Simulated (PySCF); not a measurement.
PySCF job for selenium dioxide (O2Se), SMILES O=[Se]=O, IEF-PCM-M06-2X/def2-SVP. Coordinates come from a PBE0-D3(BJ)/def2-TZVP optimisation.

```python
import numpy as np
from pyscf import gto, scf, dft
from pyscf.solvent import pcm

mol = gto.M(
    atom='''
    O     0.00000000   -1.33956282   -0.59388802
    Se    0.00000000   -0.00000000    0.27947671
    O     0.00000000    1.33956283   -0.59388801
    ''',
    basis='def2-SVP',
    charge=0,
    spin=0,
    max_memory=1600,
    verbose=3,
)
mf = dft.RKS(mol, xc='m06-2x').density_fit(auxbasis='def2-universal-jkfit')
mf.grids.level = 4
mf.conv_tol = 1e-9
mf.max_cycle = 100
mf.kernel()
res = {}
for name, eps in {'water': 78.355, 'dichloromethane': 8.93, 'tetrahydrofuran': 7.4257}.items():
    s = mf.PCM()
    s.with_solvent.method, s.with_solvent.eps, s.with_solvent.lebedev_order = 'IEF-PCM', eps, 29
    s.kernel(mf.make_rdm1())
    res[name] = (s.e_tot, eps, s.dip_moment(), s.mo_energy, s.converged)
    print(f'{name}: electrostatic solvation free energy {(s.e_tot - mf.e_tot) * 627.509474:.3f} kcal/mol')
```

Output:

```
converged SCF energy = -2551.45484721164

WARN: PCM is an experimental feature. It is still in testing.
Features and APIs may be changed in the future.

converged SCF energy = -2551.46699701823
Dipole moment(X, Y, Z, Debye): -0.00000, -0.00010,  3.63644
water: electrostatic solvation free energy -7.624 kcal/mol

WARN: PCM is an experimental feature. It is still in testing.
Features and APIs may be changed in the future.

converged SCF energy = -2551.46510106589
Dipole moment(X, Y, Z, Debye):  0.00000, -0.00007,  3.52798
dichloromethane: electrostatic solvation free energy -6.434 kcal/mol

WARN: PCM is an experimental feature. It is still in testing.
Features and APIs may be changed in the future.

converged SCF energy = -2551.46470014453
Dipole moment(X, Y, Z, Debye): -0.00000, -0.00006,  3.50510
tetrahydrofuran: electrostatic solvation free energy -6.183 kcal/mol
```

The run converged.

Cost: around 26 core-seconds (rough).
